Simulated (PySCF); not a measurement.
A structure optimised at B3LYP-D3(BJ)/def2-SVP, used in a PySCF frequency run:

```xyz
15

C      3.1071     0.4340     0.7135
C      1.9269     0.1910     0.8367
C      0.5003    -0.0980     0.9556
C     -0.2616     0.0503    -0.3693
N     -1.6595    -0.2867    -0.1911
C     -2.4362    -0.2548    -1.4148
H      4.1541     0.6468     0.6110
H      0.0559     0.5767     1.7106
H      0.3483    -1.1232     1.3334
H     -0.0955     1.0748    -0.7732
H      0.1736    -0.6418    -1.1106
H     -2.0773     0.3339     0.5017
H     -2.3961     0.7140    -1.9620
H     -2.0735    -1.0323    -2.1081
H     -3.4923    -0.4768    -1.1962
```

Question: Write its SMILES and formula.

Answer: C#CCCNC, C5H9N

Question: What are its rotational constants (standard atomic weights)?

Answer: 16.545, 1.3586, 1.2901 GHz
